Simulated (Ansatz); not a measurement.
`[F][Hf]([F])([SH])[SH]`, 7 atoms. Charge 0, multiplicity 1. Correlated methods include outer-core shells of Hf, which these sets cover unevenly. Hf: def2 effective core potential. All runs use 4 threads of a server CPU on a shared host. Correlated methods freeze the cores.

(1) How many basis functions does each run have, and how long does it take in Ansatz? RHF-CCSD(T)/def2-TZVPP energy; RKS PBE0-D4/def2-SVP energy; RKS ωB97M-V/def2-SVP energy; RKS BLYP-D4/def2-TZVPP energy; RHF-MP2/def2-QZVPP energy; RKS PBE0-D4/def2-TZVP relaxation (9 steps); RKS BHLYP-D4/def2-TZVPP energy; RKS ωB97X-V/def2-TZVPP energy; RKS ωB97M-V/def2-QZVPP energy; direct RPA on PBE orbitals/def2-TZVPP energy; RKS PBE0-D4/def2-TZVP frequencies; RHF-CCSD(T)/def2-SVP energy. (Estimate.)

Answers

(1) Computed: Other jobs shared the machine, so times are rough.

| level | job | functions | wall time | peak host memory (GiB) |
| --- | --- | --- | --- | --- |
| RKS PBE0-D4/def2-SVP | energy | 106 | 1.3 s | 0.24 |
| RKS BLYP-D4/def2-TZVPP | energy | 230 | 2 s | 0.33 |
| RKS BHLYP-D4/def2-TZVPP | energy | 230 | 2.7 s | 0.66 |
| direct RPA on PBE orbitals/def2-TZVPP | energy | 230 | 4.1 s | 0.56 |
| RKS ωB97M-V/def2-SVP | energy | 106 | 4.9 s | 0.39 |
| RHF-CCSD(T)/def2-SVP | energy | 106 | 6 s | 0.54 |
| RKS ωB97X-V/def2-TZVPP | energy | 230 | 7.5 s | 0.78 |
| RHF-MP2/def2-QZVPP | energy | 395 | 11 s | 1.8 |
| RKS ωB97M-V/def2-QZVPP | energy | 395 | 14 s | 1.7 |
| RKS PBE0-D4/def2-TZVP | relaxation (9 steps) | 188 | 28 s | 0.56 |
| RKS PBE0-D4/def2-TZVP | frequencies | 188 | 90 s | 0.56 |
| RHF-CCSD(T)/def2-TZVPP | energy | 230 | 100 s | 4.4 |
